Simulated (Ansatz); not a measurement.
One change: `CB[SiH](C)F` becomes `CB[SiH](F)F`.

Ansatz, PBE0-D4/def2-TZVP geometries, multiplicity 1. Each molecule was computed in one conformer, which needn't be the lowest.

| property | `CB[SiH](C)F` |
| --- | --- |
| LUMO energy (PBE/def2-TZVPP) / eV | -2.88 |
| LUMO energy (ωB97M-V/def2-TZVPP) / eV | 0.02 |
| HOMO energy (ωB97M-V/def2-TZVPP) / eV | -9.85 |
| HOMO–LUMO gap (PBE/def2-TZVPP) / eV | 3.53 |
| size of the dipole moment (PBE/def2-TZVPP) / D | 2.27 |
| HOMO–LUMO gap (B3LYP/def2-TZVPP) / eV | 5.39 |

Q: What does the change do to each property? (An estimate is asked.)

A: The calculation gave: 
| property | `CB[SiH](F)F` | shift |
| --- | --- | --- |
| LUMO energy (PBE/def2-TZVPP) / eV | -3.34 | -0.46 |
| LUMO energy (ωB97M-V/def2-TZVPP) / eV | -0.38 | -0.40 |
| HOMO energy (ωB97M-V/def2-TZVPP) / eV | -10.37 | -0.52 |
| HOMO–LUMO gap (PBE/def2-TZVPP) / eV | 3.53 | 0.00 |
| size of the dipole moment (PBE/def2-TZVPP) / D | 2.23 | -0.04 |
| HOMO–LUMO gap (B3LYP/def2-TZVPP) / eV | 5.46 | 0.07 |

With PBE0 the HOMO falls by 0.52 eV and the LUMO falls by 0.45 eV, so the gap widens by about 0.07 eV. PBE moves the HOMO by -0.45 eV and ωB97M-V by -0.52 eV. Dipoles are sizes alone; their direction can turn.

B3LYP here is the variant with VWN-RPA as its local correlation; programs differ in this.
